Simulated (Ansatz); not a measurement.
Molecule: sum formula SiOF₂, net charge 0, singlet state. 
Geometry from a B3LYP-D3(BJ)/def2-TZVP (Ansatz, a quantum-chemistry and plane-wave program) optimisation:
```xyz
4

Si     0.1224    -0.0385    -0.0248
O      1.5315    -0.4819    -0.3108
F     -0.6987    -0.2461     1.2977
F     -0.8530     0.7344    -0.9829
```
Charge 0, spin multiplicity 1.

Q: Give the harmonic wavenumbers at B3LYP-D3(BJ)/def2-TZVP (Ansatz, finite differences of forces, unscaled).

A: 334, 347, 360, 825, 989, 1327 cm⁻¹. Zero-point energy 6.0 kcal/mol.

Q: From these and the geometry, give the ideal-gas thermochemistry at 298.15 K and 1 atm (rigid rotor, harmonic oscillator).

A: Point group C2v, rotational symmetry number 2. Rotational constants 8.6, 7.292, 3.946 GHz. S(trans) 39.13, S(rot) 23.30, S(vib) 3.85, S(elec, spin only) 0.00, S 66.3 cal/(mol K). H(298) - H(0) 3.13 kcal/mol; G - E(el) -10.7 kcal/mol.
